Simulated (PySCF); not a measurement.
**Gas-phase XPS of `C[C@H]1CC12CCCCC2`, computed**

C₉H₁₆.
Geometry (PBE0-D3(BJ)/def2-SVP, Å), atoms numbered from 1 in this order:
```
atom  x, y, z in Å
C1     2.8606    1.1807   -0.2406
C2     1.9323    0.0239   -0.5018
C3     1.4458   -0.8651    0.6110
C4     0.4779    0.0306   -0.1187
C5    -0.1282    1.2051    0.6232
C6    -1.4117    0.7979    1.3432
C7    -2.4105    0.1531    0.3877
C8    -1.7887   -1.0321   -0.3435
C9    -0.5084   -0.6243   -1.0660
H10    2.7024    1.6209    0.7545
H11    2.7264    1.9824   -0.9847
H12    3.9119    0.8558   -0.2879
H13    2.1360   -0.4945   -1.4465
H14    1.3929   -1.9446    0.4411
H15    1.7229   -0.5875    1.6331
H16   -0.3533    2.0102   -0.1008
H17    0.5902    1.6255    1.3427
H18   -1.1589    0.0784    2.1422
H19   -1.8633    1.6721    1.8399
H20   -3.3161   -0.1608    0.9316
H21   -2.7392    0.9043   -0.3539
H22   -2.5090   -1.4684   -1.0546
H23   -1.5497   -1.8247    0.3878
H24   -0.0415   -1.4978   -1.5496
H25   -0.7538    0.0878   -1.8758
```

Level of theory: delta-SCF UKS SCAN, pcX-2 on the ionised atom, pcseg-1 elsewhere, spin-free X2C (PySCF 2.14.0). Each binding energy is the total energy of the core-ionised species, with the hole localised on one atom, minus that of the ground state; both are solved self-consistently, so orbital relaxation is included.

**Question.** List the computed XPS lines with their assignment.

**Answer.** 
```json
{"atom(s)": "C3", "bonded to": "2 C and 2 H", "level": "C 1s", "binding energy (eV)": "289.98", "above the level's lowest (eV)": "0.00", "count": "1"}
{"atom(s)": "C4", "bonded to": "4 C", "level": "C 1s", "binding energy (eV)": "290.08", "above the level's lowest (eV)": "+0.10", "count": "1"}
{"atom(s)": "C2", "bonded to": "3 C and H", "level": "C 1s", "binding energy (eV)": "290.15", "above the level's lowest (eV)": "+0.17", "count": "1"}
{"atom(s)": "C8", "bonded to": "2 C and 2 H", "level": "C 1s", "binding energy (eV)": "290.17", "above the level's lowest (eV)": "+0.19", "count": "1"}
{"atom(s)": "C9", "bonded to": "2 C and 2 H", "level": "C 1s", "binding energy (eV)": "290.17", "above the level's lowest (eV)": "+0.19", "count": "1"}
{"atom(s)": "C5", "bonded to": "2 C and 2 H", "level": "C 1s", "binding energy (eV)": "290.18", "above the level's lowest (eV)": "+0.20", "count": "1"}
{"atom(s)": "C6", "bonded to": "2 C and 2 H", "level": "C 1s", "binding energy (eV)": "290.19", "above the level's lowest (eV)": "+0.21", "count": "1"}
{"atom(s)": "C7", "bonded to": "2 C and 2 H", "level": "C 1s", "binding energy (eV)": "290.21", "above the level's lowest (eV)": "+0.23", "count": "1"}
{"atom(s)": "C1", "bonded to": "C and 3 H", "level": "C 1s", "binding energy (eV)": "290.41", "above the level's lowest (eV)": "+0.43", "count": "1"}
```

The listed C 1s values span 0.43 eV, from C3 (bonded to 2 C and 2 H) to C1 (bonded to C and 3 H). Summing the Pauling electronegativity differences to the bonded atoms, each weighted by its formal bond order, gives -0.70 for the lowest site and -1.05 for the highest; the largest sum, 0.00, belongs to C4, 0.33 eV below the top. The smallest sum, -1.05, belongs to C1, 0.43 eV above the lowest. The values 290.15, 290.17, 290.17, 290.18, 290.19 and 290.21 eV lie too close for their order to be trusted.

**Question.** Which photon energy gives electrons from C 1s of C9 a kinetic energy of 200 eV, and what is their de Broglie wavelength?

**Answer.** hν = 290.17 + 200 = 490.17 eV, recoil neglected; λ = 12.264 Å/√(E/eV) = 0.87 Å.

**Question.** Express the binding energy of C 1s of C9 in atomic units and per mole.

**Answer.** 290.17 eV = 10.6636 Eh = 27997 kJ/mol.

Geometry: PBE0-D3(BJ)/def2-SVP, one conformer, isolated molecule.

Hardware: Arm Neoverse V1, one thread, on a shared host. Cost: 3.7 min.
